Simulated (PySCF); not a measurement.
Computed IR spectrum (relative IR intensity) of a molecule C₄H₄BNO. Coordinates come from a PBE0-D3(BJ)/def2-SVP optimisation. The values are those of a single conformer. Method: PBE0-D3(BJ)/def2-SVP in PySCF. Frequencies are harmonic and unscaled.

| ν (cm⁻¹) | relative intensity |
|---|---|
| 210 | 2.3 |
| 342 | 5.1 |
| 434 | 2.0 |
| 591 | 5.3 |
| 602 | 28 |
| 659 | 4.1 |
| 670 | 13 |
| 722 | 11 |
| 829 | 15 |
| 906 | 5.5 |
| 925 | 14 |
| 948 | 3.4 |
| 1055 | 6.6 |
| 1111 | 19 |
| 1165 | 25 |
| 1273 | 7.4 |
| 1540 | 100 |
| 1631 | 2.0 |
| 3181 | 4.7 |
| 3489 | 25 |
| 3873 | 28 |

Task: Which structure fits?
A. C#CC1=NB(C)O1
B. C#C[C@@H]1N=CB1O
C. O=C=NB1C=CC1
D. O=CB1C=CC=N1

Result: B, C#C[C@@H]1N=CB1O
